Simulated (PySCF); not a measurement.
**Input and output**

[ReF4]+ (singlet). PySCF 2.14.0, RKS PBE0, Re def2-SVP with ECP60, F def2-SVP; non-relativistic Hamiltonian with scalar-relativistic core potentials where named; density fitting; no spin-orbit coupling. Purpose: singlet excitations, Tamm-Dancoff PBE0.

```python
mol = gto.M(atom='''
Re    -0.00000    -0.00000     0.00000
F      1.71285     0.00000    -0.54327
F      0.00000     1.71285     0.54327
F     -1.71285     0.00000    -0.54327
F      0.00000    -1.71285     0.54327''',
    basis={'Re': 'def2-SVP', 'F': 'def2-SVP'},
    ecp={'Re': 'def2-SVP'},
    charge=1, spin=0)
mf = dft.RKS(mol, xc='PBE0')
mf.grids.atom_grid = (50, 194)
mf = mf.density_fit()  # fitting sets: Re def2-universal-JKFIT, F def2-universal-JKFIT
mf.conv_tol = 1e-08; mf.max_cycle = 55
mf.kernel(dm0)  # dm0: converged density of the relaxed state
td = mf.TDA(); td.nstates = 8; td.kernel()
```

Run from Python with OMP_NUM_THREADS=2; the lines above give its settings. Where DIIS fails, smearing, a level shift and second-order steps follow.
It took 22 s on 2 threads of Arm Neoverse V2 (shared host), from an already converged density.

Q: Where do the frontier levels lie, over both spins?

A: HOMO -15.42 eV, LUMO -12.31 eV. 

Q: What does the SCF print?

A: 
```
init E= -476.658232472818
cycle= 1 E= -476.658584461228  delta_E= -0.000352  |g|= 0.146  |ddm|= 0.233
cycle= 2 E= -476.632975555258  delta_E= 0.0256  |g|= 0.398  |ddm|= 0.395
cycle= 3 E= -476.662947709326  delta_E= -0.03  |g|= 0.0134  |ddm|= 0.267
cycle= 4 E= -476.66298138069  delta_E= -3.37e-05  |g|= 0.00155  |ddm|= 0.0147
cycle= 5 E= -476.662982185789  delta_E= -8.05e-07  |g|= 0.00023  |ddm|= 0.00288
cycle= 6 E= -476.662982200055  delta_E= -1.43e-08  |g|= 2.71e-05  |ddm|= 0.000338
cycle= 7 E= -476.662982200295  delta_E= -2.4e-10  |g|= 2.63e-05  |ddm|= 7.38e-05
Extra cycle  E= -476.66298219975  delta_E= 5.45e-10  |g|= 6.08e-05  |ddm|= 5.7e-05
converged SCF energy = -476.66298219975
```

Q: What are the Mulliken charges and spins?

A: 
```json
{"atom": "Re1", "charge (e)": "1.644", "spin (e)": "0.000"}
{"atom": "F2", "charge (e)": "-0.161", "spin (e)": "0.000"}
{"atom": "F3", "charge (e)": "-0.161", "spin (e)": "0.000"}
{"atom": "F4", "charge (e)": "-0.161", "spin (e)": "0.000"}
{"atom": "F5", "charge (e)": "-0.161", "spin (e)": "0.000"}
```

Q: Which singlet excitations follow (Tamm-Dancoff, 8 states)?

A: 
```
state    eV  oscillator strength
    1  0.75               0.0000
    2  1.41               0.0001
    3  1.41               0.0001
    4  5.22               0.0102
    5  6.18               0.0044
    6  6.18               0.0044
    7  6.26               0.0000
    8  6.39               0.0059
```
Functionals without range separation put charge-transfer states too low; the basis has no diffuse functions.

The geometry was relaxed with TPSS (Re def2-SVP with ECP60, F def2-SVP).
